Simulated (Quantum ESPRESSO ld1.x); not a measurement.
Yb, configuration [Xe] 4f14 6s2.

Method: Dirac Kohn-Sham, PBE, spin-unpolarised, spherical densities, point nucleus; computed with ld1.x of Quantum ESPRESSO 7.5.

Energy parts (hartree):
total: -14075.96
kinetic: 15641.16
electron-nucleus: -34959.15
Hartree: 5536.67
exchange-correlation: -294.64

Orbitals (lengths in bohr, moments of r in powers of bohr; <r^-3> diverges for s and p1/2):
| orbital | occ. | eigenvalue (hartree) | <r> | <r^-3> | <r^2> |
|---|---|---|---|---|---|
| 1s1/2 | 2 | -2247.91 | 0.01966 | - | 0.0005298 |
| 2s1/2 | 2 | -380.615 | 0.08274 | - | 0.008150 |
| 2p1/2 | 2 | -362.995 | 0.06872 | - | 0.005860 |
| 2p3/2 | 4 | -324.514 | 0.07622 | 13470 | 0.007072 |
| 3s1/2 | 2 | -85.7869 | 0.2162 | - | 0.05358 |
| 3p1/2 | 2 | -78.0215 | 0.2061 | - | 0.04945 |
| 3p3/2 | 4 | -69.8536 | 0.2201 | 2975 | 0.05620 |
| 3d3/2 | 4 | -56.6568 | 0.1935 | 509.4 | 0.04401 |
| 3d5/2 | 6 | -54.8725 | 0.1978 | 441.4 | 0.04587 |
| 4s1/2 | 2 | -16.8775 | 0.4878 | - | 0.2689 |
| 4p1/2 | 2 | -13.7367 | 0.4956 | - | 0.2799 |
| 4p3/2 | 4 | -11.8880 | 0.5280 | 673.4 | 0.3175 |
| 4d3/2 | 4 | -6.72814 | 0.5534 | 99.16 | 0.3560 |
| 4d5/2 | 6 | -6.39164 | 0.5649 | 84.25 | 0.3709 |
| 5s1/2 | 2 | -2.01470 | 1.209 | - | 1.650 |
| 5p1/2 | 2 | -1.16830 | 1.369 | - | 2.140 |
| 5p3/2 | 4 | -0.94476 | 1.489 | 79.09 | 2.537 |
| 6s1/2 | 2 | -0.14418 | 3.925 | - | 17.63 |
| 4f5/2 | 6 | -0.13814 | 0.7780 | 12.68 | 0.8483 |
| 4f7/2 | 8 | -0.08977 | 0.8043 | 11.99 | 0.9287 |

The highest occupied level is 4f7/2 at -2.443 eV. Summed over all electrons, <r^2> = 72.47 bohr^2, which gives a Langevin (diamagnetic) susceptibility term of -57.4 x 10^-6 cm^3/mol. The density falls to 0.001 e/bohr^3 at r = 5.05 bohr.
